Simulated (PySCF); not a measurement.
# Assignment exercise: C7H11FSi

Molfile (atoms numbered from 1):
```
C7H11FSi
     RDKit          3D

 20 20  0  0  0  0  0  0  0  0999 V2000
   -2.1305    0.2920   -1.0010 C   0  0  0  0  0  0  0  0  0  0  0  0
   -1.1926   -0.4915   -0.0881 C   0  0  0  0  0  0  0  0  0  0  0  0
   -1.5785   -0.2847    1.3817 C   0  0  0  0  0  0  0  0  0  0  0  0
    0.2507   -0.1154   -0.2726 C   0  0  0  0  0  0  0  0  0  0  0  0
    0.7507    1.0115   -0.8009 C   0  0  0  0  0  0  0  0  0  0  0  0
    2.6337    0.9826   -0.7572 Si  0  0  0  0  0  4  0  0  0  0  0  0
    2.5686   -0.7099    0.0592 C   0  0  0  0  0  0  0  0  0  0  0  0
    1.2859   -1.0453    0.1910 C   0  0  0  0  0  0  0  0  0  0  0  0
    0.8839   -2.2189    0.7301 F   0  0  0  0  0  0  0  0  0  0  0  0
   -1.8154    0.2087   -2.0388 H   0  0  0  0  0  0  0  0  0  0  0  0
   -2.1469    1.3435   -0.7241 H   0  0  0  0  0  0  0  0  0  0  0  0
   -3.1424   -0.0973   -0.9143 H   0  0  0  0  0  0  0  0  0  0  0  0
   -1.2912   -1.5594   -0.3179 H   0  0  0  0  0  0  0  0  0  0  0  0
   -0.9480   -0.8822    2.0354 H   0  0  0  0  0  0  0  0  0  0  0  0
   -2.6137   -0.5772    1.5418 H   0  0  0  0  0  0  0  0  0  0  0  0
   -1.4654    0.7629    1.6542 H   0  0  0  0  0  0  0  0  0  0  0  0
    0.1178    1.7922   -1.1851 H   0  0  0  0  0  0  0  0  0  0  0  0
    3.2205    2.0111    0.1013 H   0  0  0  0  0  0  0  0  0  0  0  0
    3.2419    0.9436   -2.0870 H   0  0  0  0  0  0  0  0  0  0  0  0
    3.3659   -1.3555    0.3806 H   0  0  0  0  0  0  0  0  0  0  0  0
  1  2  1  0
  2  3  1  0
  2  4  1  0
  4  5  2  0
  5  6  1  0
  6  7  1  0
  7  8  2  0
  8  9  1  0
  8  4  1  0
  1 10  1  0
  1 11  1  0
  1 12  1  0
  2 13  1  0
  3 14  1  0
  3 15  1  0
  3 16  1  0
  5 17  1  0
  6 18  1  0
  6 19  1  0
  7 20  1  0
M  END
```

All values are calculated (PySCF): shieldings: GIAO PBE0/pcSseg-1, GFN2-xTB structure. In vacuum, non-relativistic, one conformer, one averaged value for each set of equivalent atoms.

Scale: $^{13}$C (σ = 186.93 ppm) and $^{1}$H (σ = 31.72 ppm) vs TMS (reference shieldings calculated alike).

Problem. Assign these signals to the numbered atoms. $^{13}$C{$^{1}$H} NMR (computed): δ 181.0 (C), 173.0 (C), 124.2 (CH), 100.1 (CH), 33.4 (CH), 23.9 (CH3).

Solution. 
| δ (ppm) | atoms | environment | reason |
| --- | --- | --- | --- |
| 181.0 | C8 | fully substituted alkene carbon | – |
| 173.0 | C4 | fully substituted alkene carbon | – |
| 124.2 | C5 | alkene CH | the olefinic region |
| 100.1 | C7 | alkene CH | – |
| 33.4 | C2 | allylic sp3 CH | aliphatic region, no heteroatom directly attached |
| 23.9 | C1/C3 | methyl carbon | a saturated carbon with 1 carbon neighbour and no heteroatom attached |

Problem. Assign these signals to the numbered atoms. $^{1}$H NMR (600 MHz, computed): δ 5.80 (m, 1H), 5.13 (m, 1H), 4.59 (m, 2H), 2.74 (sept, 1H), 1.19 (d, 6H).

Solution. 
| δ (ppm) | atoms | environment | reason |
| --- | --- | --- | --- |
| 5.80 | H17 | hydrogen on an alkene CH | a vinylic proton, deshielded by the sp2 carbon and the C=C anisotropy |
| 5.13 | H20 | hydrogen on an alkene CH | – |
| 4.59 | H18/H19 | hydrogen on a silicon bonded to 2 C, in a 5-membered ring | – |
| 2.74 | H13 | hydrogen on an allylic sp3 CH | allylic position |
| 1.19 | H10/H11/H12/H14/H15/H16 | hydrogen on a methyl carbon | – |

Splittings by $^{19}$F in the carbon and heteronuclear signals aren't shown, as no couplings were computed. Shifts are as computed. Against solution values, carbons near 30 ppm lie about +3 ppm off and those near 130 ppm about +5 ppm. Of 1211 compounds with measured shifts, 218 miss one by over three times the rms of a fit or turn the order of signals round; such compounds aren't used in these exercises. Multiplicities follow the n + 1 count of equivalent neighbours, as no J values were calculated; m marks all less simple cases, F and P coupling included.
